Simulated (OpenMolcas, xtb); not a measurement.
## GeH2ClO (SMILES [O][GeH2][Cl]): methods side by side

The species is GeH2ClO (5 atoms), meant as a doublet with charge 0. As SMILES, `[O][GeH2][Cl]`. The shape is that of a PBE0-D4/def2-TZVP optimisation.

Each level gives the dipole moment (D). The values are calculated.

```
            level             kind     program  value (D)   CPU time
         GFN0-xTB   semi-empirical         xtb       1.96  under 2 s
         GFN1-xTB   semi-empirical         xtb       5.21  under 2 s
    UHF/def2-SVPD     Hartree–Fock  OpenMolcas       2.34       28 s
 USVWN5/def2-SVPD              LDA  OpenMolcas       2.62       54 s
   UPBE/def2-SVPD              GGA  OpenMolcas       2.38       66 s
  UTPSS/def2-SVPD         meta-GGA  OpenMolcas       2.27       75 s
UM06-2X/def2-SVPD  hybrid meta-GGA  OpenMolcas       2.28       82 s
```

All-electron rows without a relativistic Hamiltonian named are non-relativistic. The values span 1.96 to 5.21 D. Magnitudes only. CPU times are rough (shared hosts, several kinds of processor): they show what a rung costs within a factor of a few.
